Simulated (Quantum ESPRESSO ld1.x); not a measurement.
Values are calculated unless marked as measured or tabulated.
Q: Species: Pb III. Configuration: [Hg] (the NIST ground configuration). Code: ld1.x of Quantum ESPRESSO 7.5. Model: non-relativistic Kohn-Sham, LDA (Slater exchange, VWN5 correlation), spin-polarised, spherical densities, point nucleus; relativity is left out, which matters for an element this heavy. Some entries of the table are withheld. Estimate them.

| orbital | occ. | eigenvalue (Ry) | <r> (bohr) |
|---|---|---|---|
| 1s | 2 | (1) | 0.01847 |
| 2s | 2 | -978.906 | 0.07765 |
| 2p | 6 | -942.975 | 0.06557 |
| 3s | 2 | -234.272 | 0.1954 |
| 3p | 6 | -217.119 | 0.1858 |
| 3d | 10 | -184.998 | 0.1619 |
| 4s | 2 | -52.7236 | 0.4272 |
| 4p | 6 | (2) | 0.4298 |
| 4d | 10 | (3) | 0.4339 |
| 4f | 14 | -12.4017 | 0.4442 |
| 5s | 2 | -9.62678 | (4) |
| 5p | 6 | -7.09582 | 1.018 |
| 5d | 10 | -3.00962 | 1.271 |
| 6s | 2 | -1.79474 | 2.412 |

A: 
(1) 1s eigenvalue (Ry): -5803.38
(2) 4p eigenvalue (Ry): -45.1980
(3) 4d eigenvalue (Ry): -31.2768
(4) 5s <r> (bohr): 0.9484
